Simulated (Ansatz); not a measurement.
Cost and result for the atomization energy of BClFH4NSi, SMILES `NB[SiH](F)Cl` (9 atoms, 8 bonds).

```xyz
9

N    -0.583   -1.140    1.007
B    -0.771   -0.362   -0.120
Si    0.622    1.013   -0.564
F     1.732    1.019    0.599
Cl    1.577    0.503   -2.313
H    -1.222   -1.865    1.292
H     0.213   -1.045    1.618
H    -1.744   -0.539   -0.794
H     0.175    2.418   -0.725
```

Total charge 0; spin multiplicity 1. The geometry is a stationary point of PBE0-D4/def2-TZVP. It is one conformer, not always the lowest. Program: Ansatz. All runs use 4 threads of an Arm Neoverse N1 on a shared host. Times are those of one run each, without the atoms' runs, and a repeat can differ threefold. Electronic energies, without spin–orbit coupling; frozen cores. CCSD(T)/CBS adds CCSD(T) − MP2 in def2-TZVPP to the MP2 limit, and its time is that of the two runs behind it. T1 = 0.012. B3LYP takes the VWN-RPA correlation (the form of Gaussian; ORCA's B3LYP/G).

CCSD(T)/CBS is a level of theory with its own doubt, some kJ/mol a heavy atom from the limit and from the frozen cores, so smaller differences don't rank the functionals.

| level | functions | wall time | atomization (kcal/mol) | difference from CCSD(T)/CBS | per bond |
| --- | --- | --- | --- | --- | --- |
| BLYP-D4/def2-TZVPP | 233 | 2.7 s | 784.8 | 0.0 | 0.0 |
| PBE-D4/def2-TZVPP (with forces) | 233 | 3.5 s | 798.0 | 13.2 | 1.6 |
| PBE0-D4/def2-TZVPP | 233 | 4.2 s | 783.9 | -0.9 | -0.1 |
| BHLYP-D4/def2-TZVPP | 233 | 4.4 s | 764.6 | -20.2 | -2.5 |
| CAM-B3LYP-D4/def2-TZVPP | 233 | 4.9 s | 790.3 | 5.5 | 0.7 |
| CCSD(T)/def2-SVP | 98 | 5.5 s | 728.6 | -56.2 | -7.0 |
| B3LYP-D4/def2-TZVPP (with forces) | 233 | 6.5 s | 785.5 | 0.7 | 0.1 |
| r2SCAN-D4/def2-TZVPP (with forces) | 233 | 7 s | 787.6 | 2.8 | 0.3 |
| B97M-V/def2-TZVPP | 233 | 14 s | 789.6 | 4.8 | 0.6 |
| ωB97M-V/def2-TZVPP (with forces) | 233 | 16 s | 789.9 | 5.1 | 0.6 |
| MP2/def2-QZVPP | 431 | 25 s | 793.3 | 8.5 | 1.1 |
| CCSD(T)/def2-TZVPP | 233 | 2.7 min | 761.1 | -23.7 | -3.0 |
| CCSD(T)/CBS(def2) | – | 3.1 min | 784.8 | 0.0 | 0.0 |

From BLYP to BHLYP (50 % exact exchange), in def2-TZVPP and without D4, the atomization energy moves by −16.1 kcal/mol: exact exchange takes away binding that semilocal exchange gives to molecules. The D4 term adds +7.4 kcal/mol with B3LYP and +3.9 kcal/mol with PBE0; it sums over pairs of atoms, weighted by their polarisabilities, and B3LYP, whose exchange is more repulsive, gets the larger term. Leaving LDA and LC-ωPBE aside and taking each functional with its dispersion term where it has one, the values spread over 33.4 kcal/mol, from BHLYP-D4 to PBE-D4. LDA lies +100.2 kcal/mol from PBE without D4, its usual overbinding.
